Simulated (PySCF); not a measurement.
Species: C4H11NSi.
SMILES with atom numbers: `[CH3:1][NH:2][C@@H:3]1[CH2:4][CH2:5][SiH2:6]1` (hydrogens: H7, H8, H9 on C1; H10 on N2; H11 on C3; H12, H13 on C4; H14, H15 on C5; H16, H17 on Si6)

All values: wB97X-D/def2-SVPD (PySCF, non-relativistic), on one gas-phase PBE0-D3(BJ)/def2-SVP geometry that isn't relaxed in the solvent. The solvent is an IEF-PCM continuum (Bondi radii, 1.10 Å for H, scaled by 1.2), and excitations are vertical TDDFT with non-equilibrium linear response and a frozen core. Specific hydrogen bonds and non-electrostatic terms are outside this model.

Gas-phase singlets (H = HOMO, L = LUMO):

```tsv
state	E (eV)	λ (nm)	f	leading configurations
S1	6.044	205	0.018	H→L 74%, H→L+1 15%
S2	6.465	192	0.036	H→L+1 40%, H→L 19%, H→L+2 18%
S3	7.010	177	0.004	H→L+2 60%, H→L+1 13%, H→L+3 10%
S4	7.161	173	0.002	H→L+4 42%, H→L+3 29%, H-1→L 9%
S5	7.228	172	0.013	H-1→L 77%
```

Give the list for chloroform (ε = 4.711), n² = 2.09.

| state | E (eV) | λ (nm) | f | leading configurations | change by rank (eV) |
| --- | --- | --- | --- | --- | --- |
| S1 | 6.076 | 204 | 0.034 | H→L 77%, H→L+1 12% | +0.032 |
| S2 | 6.524 | 190 | 0.040 | H→L+1 38%, H→L+2 24%, H→L 14% | +0.059 |
| S3 | 7.017 | 177 | 0.007 | H→L+2 50%, H→L+1 22%, H→L+4 10% | +0.007 |
| S4 | 7.170 | 173 | 0.011 | H-1→L 51%, H→L+4 24%, H→L+3 11% | +0.009 |
| S5 | 7.216 | 172 | 0.014 | H-1→L 38%, H→L+4 27%, H→L+3 17% | -0.012 |

The ground-state energy changes by -0.072 eV from gas to chloroform. By how much does the total energy of gas-phase S1 change?

E(S1) = E(S0) + excitation energy, so it changes by -0.072 + 0.032 = -0.040 eV: it is lowered less than the ground state, which is what a blue shift means. This is the vertical state, with the slow part of the continuum still set for S0.

How do the frontier levels move from gas to chloroform?

| orbital | gas (eV) | solvent (eV) | change (eV) | Löwdin shares, gas | Löwdin shares, solvent |
| --- | --- | --- | --- | --- | --- |
| LUMO+2 | 2.69 | 2.76 | +0.07 | Si6 29 %, C4 10 %, H16 8 %, H13 7 % | Si6 27 %, C4 12 %, H16 7 %, H13 7 % |
| LUMO+1 | 2.39 | 2.45 | +0.06 | Si6 27 %, C1 9 %, C4 8 %, H17 7 % | Si6 33 %, C1 10 %, H17 8 %, H16 8 % |
| LUMO | 2.10 | 2.14 | +0.04 | Si6 30 %, H16 11 %, C5 10 %, C3 9 % | Si6 32 %, H16 11 %, C5 11 %, H17 9 % |
| HOMO | -8.19 | -8.15 | +0.04 | N2 50 %, C3 14 %, C1 8 %, Si6 6 % | N2 49 %, C3 14 %, C1 8 %, Si6 6 % |
| HOMO-1 | -9.67 | -9.62 | +0.05 | C5 22 %, Si6 19 %, C4 17 %, C3 12 % | C5 21 %, Si6 19 %, C4 17 %, C3 12 % |
| HOMO-2 | -10.26 | -10.21 | +0.05 | C3 24 %, Si6 20 %, C5 20 %, N2 14 % | C3 24 %, C5 20 %, Si6 20 %, N2 14 % |
| HOMO-3 | -11.04 | -11.02 | +0.02 | Si6 27 %, H17 19 %, H16 15 %, C5 12 % | Si6 24 %, H17 16 %, H16 13 %, C5 12 % |

The HOMO–LUMO gap goes from 10.29 to 10.29 eV.

The values belong to the conformer `[CH3:1][NH:2][C@@H:3]1[CH2:4][CH2:5][SiH2:6]1`: C1–N2–C3–C4 178°.

Note: wB97X-D ran without an empirical dispersion term, which enters the total energy and its gradient alone.
